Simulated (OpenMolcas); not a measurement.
A calculation on Kr IV.

```
Program             : OpenMolcas 26.06
Method              : CASSCF
Basis               : ANO-RCC-VTZP [6s5p3d1f]
Scalar Hamiltonian  : DKH2, point nucleus
Active space        : 5 electrons in 4 orbitals (4s 4p)
State averaging     : 2S+1 = 4 odd, 1 root; 2S+1 = 2 odd, 8 roots kept (CI in the orbitals of an earlier block); 2S+1 = 4 even, 3 roots; 2S+1 = 2 even, 9 roots kept (CI in the orbitals of an earlier block)
Spin-orbit coupling : RASSI with atomic mean-field integrals over the reference wave functions, term energies averaged over their components
```

Question: Which level of the active space comes out lowest?

Answer: 4s² 4p³ ⁴S°_3/2, with 98 % of that term; it is also the measured ground level.

Question: How high does 4s² 4p³ ²P°_3/2 lie?

Answer: 35302 cm⁻¹ above the lowest level; measured 33406 cm⁻¹ above the ground level, so the calculation is off by +6 %.

Question: How high does 4s 4p⁴ ²D_3/2 lie?

Answer: 169863 cm⁻¹ above the lowest level; measured 145773 cm⁻¹ above the ground level, so the calculation is off by +17 %.

Question: How high does 4s² 4p³ ²D°_5/2 lie?

Answer: 23383 cm⁻¹ above the lowest level; measured 18700 cm⁻¹ above the ground level, so the calculation is off by +25 %.

Measured values: Saloman, J. Phys. Chem. Ref. Data 36, 215 (2007).

Terms from blocks run as CI alone lack orbitals of their own. Terms of s pⁿ other than that of highest spin mix with s² pⁿ⁻² d, which this space lacks; all of them can be thousands of cm-1 off, and some have no real level of that name. Computed and measured levels are paired by configuration, term and J; levels that our copy of the source lacks, or whose pairing is in doubt (as where it misses far off the trend of its configuration), stay unpaired and out of the deviations. Only configurations of the active space appear.

° marks odd parity.
